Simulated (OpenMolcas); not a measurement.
**S3+: the spin-orbit constant, worked from levels**

| Quantity | Value |
| --- | --- |
| Program | OpenMolcas 26.06 |
| Basis | ANO-RCC-VQZP [6s5p3d2f1g] |
| Scalar Hamiltonian | DKH2, point nucleus |
| Active space | 3 electrons in 4 orbitals (3s 3p) |
| State averaging | 2S+1 = 4 odd, 1 root; 2S+1 = 2 odd, 11 roots; 2S+1 = 4 even, 3 roots; 2S+1 = 2 even, 9 roots |
| Spin-orbit coupling | RASSI with atomic mean-field integrals over the reference wave functions, term energies averaged over their components |

Methods: CASSCF; MS-CASPT2, IPEA 0.25 Eh, imaginary shift 0.1 Eh (closed shells correlated: 2s 2p). Measured levels: NIST levels in Podobedova, Kelleher and Wiese, J. Phys. Chem. Ref. Data 38, 171 (2009).

**The spin-orbit constant.** For the Hund term 2P* of p1, E(J) = (A/2) J(J+1) + constant and ζ = 2S·A = A. From J = 1/2 to J = 3/2 the energy changes by 1.5 A.

| Source | E(3/2) - E(1/2) | A | ζ |
| --- | --- | --- | --- |
| CASSCF | 835.9 | 557.3 | 557 |
| MS-CASPT2 | 841.1 | 560.7 | 561 |
| measured | 951.4 | 634.3 | 634 |

All in cm-1. MS-CASPT2 is off by -11.6 % and CASSCF by -12.1 %. Both methods take the spin-orbit matrix elements from the reference wave functions, so the second can move ζ only through the term energies and any multistate remixing.

Over all roots computed the reference weight is 0.88 to 0.99 in MS-CASPT2; the roots of lowest weight are the least certain, and an intruder state may touch them. Computed and measured levels are paired by configuration, term and J; levels that our copy of the source lacks, or whose pairing is in doubt (as where it misses far off the trend of its configuration), stay unpaired and out of the deviations. Only configurations of the active space appear.

* marks odd parity.
